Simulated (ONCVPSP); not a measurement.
# Building the ONCV potential for technetium (Tc) (LDA (Perdew-Zunger), fully relativistic).

- Element: Tc (Z = 43)
- Generator: ONCVPSP 4.0.1
- Type: optimised norm-conserving Vanderbilt (ONCV)
- Functional: LDA (Perdew-Zunger)
- Relativity: fully relativistic
- Frozen core: [Kr]
- Valence charge: 7
- Reference configuration: 4d5 5s1 (charge +1)
- Partial waves: 5s: rc 2.10 bohr, ncon 3, nbas 6, qcut 3.1 1/bohr, 2 projectors, debl 1.4 Ha; p scattering state at 0.2 Ha: rc 2.15 bohr, ncon 5, nbas 8, qcut 3.1 1/bohr, 1 projector; 4d: rc 1.35 bohr, ncon 4, nbas 8, qcut 7 1/bohr, 2 projectors, debl 3.5 Ha
- Local potential: polynomial inside 1.20 bohr (lpopt 5, dvloc0 3 Ha)
- Core correction: Teter function, fcfact 5.25, rcfact 1.25

Open shells are filled in proportion to 2j + 1.

Task: Does the generator finish with these settings?

Result: Yes, a potential is produced and its reference levels are reproduced.

Task: Estimate the cutoffs (Ha) at which the residual kinetic energy of the hardest occupied pseudo-wave falls to 1 and 0.1 mHa per electron.

Result: 23 Ha and 56 Ha.

Task: Does the potential have ghost states?

Result: Ghosts flagged at negative energy: s at -67.2 eV, p3/2 at -21.4 eV, p1/2 at -26.2 eV; GHOST(+) flagged for s at 171.8 eV. A true bound ghost makes a file unfit for plane-wave use.

Task: Which valence shell sets the plane-wave cutoff?

Result: 4d: 23 Ha for 1 mHa per electron, against 6 Ha for 5s.

Task: Tests: 4d5 5s2; 4d5 5s0; 4d4 5s0; 4d5 5s0 5p2. Which has the largest error in its energy relative to the reference configuration, and how large is it?

Result: 4d5 5s0 5p2, with -131 meV (all-electron minus pseudo) on -0.55 eV.
